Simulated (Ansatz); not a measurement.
**AlCl2F (SMILES [F][Al]([Cl])[Cl]): entropy by statistical mechanics**

A singlet with charge 0, relaxed at MP2/aug-cc-pVDZ, 16 core orbitals frozen (Ansatz 0.2.0):

```xyz
4

F     0.0892    0.3963    1.7174
Al    0.0049    0.0216    0.0934
Cl    1.2502   -1.4956   -0.6759
Cl   -1.3443    1.0778   -1.1349
```

Harmonic wavenumbers in cm⁻¹: 147, 197, 237, 421, 620, 853.

Masses in u: F 18.998, Al 26.982, Cl 35.45. Take T = 298.15 K, p = 1 bar, R = 8.3145 J/(mol K), kT/hc = 207.22 cm⁻¹, rigid rotor and harmonic oscillator.

**Question.** Compute the standard molar entropy.

**Answer.** 
1. Translation (Sackur–Tetrode): S = R[3/2 ln M + 5/2 ln T − 1.1517] with M = 116.88 gives 168.2 J/(mol K).
2. Rotation: principal moments 113.167, 240.431, 353.598 u Å² give A, B, C = 0.149, 0.0701, 0.0477 cm⁻¹; the symmetry number is σ = 2; q = (√π/σ)√((kT/hc)³/ABC) = 118435; S = R(ln q + 3/2) = 109.6.
3. Vibration: with u = ν̃/207.22, each mode gives R[u/(eᵘ − 1) − ln(1 − e⁻ᵘ)]; the sum is 34.2, most from 147 cm⁻¹ (11.3), 197 cm⁻¹ (9.0), 237 cm⁻¹ (7.6).
4. Spin: R ln 1 = 0.0.
5. Sum: 168.2 + 109.6 + 34.2 + 0.0 = 312.0 J/(mol K).

No measured value is set beside it here.
